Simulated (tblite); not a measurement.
Write Cartesian coordinates for `C1(C=N[CH]C=1C#N)F` [radical] as optimised with GFN2-xTB. (Doublet state.)

```xyz
10
C5H2FN2 angstrom
N      3.176   -0.253   -0.139
C      2.033   -0.189   -0.082
C      0.637   -0.120    0.006
C     -0.193    0.989   -0.078
F      0.152    2.265   -0.120
C     -1.542    0.509    0.061
N     -1.535   -0.805    0.138
C     -0.268   -1.223    0.051
H     -2.433    1.097    0.171
H     -0.018   -2.264   -0.030
```

Orientation and origin are arbitrary. Atoms count from 1 in this order. N7 (nitrogen bonded to 2 C) is bent (angle 108.3°). The 3 C–N bonds span 1.147 Å (N1≡C2, drawn triple) to 1.337 Å (N7–C8, drawn single in one of several resonance forms), a spread of 0.190 Å. The 5-membered ring C3–C4–C6–N7–C8 has internal angles of 103.9° to 111.2° (sum 540°, against 540° for a flat polygon); it is almost planar, 0.03 Å rms from its mean plane, widest ring torsion 6°. C8 (carbon bonded to C, N and H) is planar (angles 126.8°, 121.9° and 111.2°, sum 359.9°, 0.02 Å off the plane of its three neighbours).

Bonds between heavy atoms (Å): N1≡C2 1.147, C2–C3 1.400, C3=C4 1.388, C4–F5 1.323, C4–C6 1.439, C6=N7 1.316, N7–C8 1.337, C3–C8 1.428.

Computed geometry: GFN2-xTB, gas phase. This method treats the open shell by occupation alone, without spin polarisation.

Point group: near Cs, missed by 0.16 Å at most; the miss may be what the optimiser left on a soft mode. Its GFN2-xTB frequencies are all real (lowest 127 cm⁻¹).
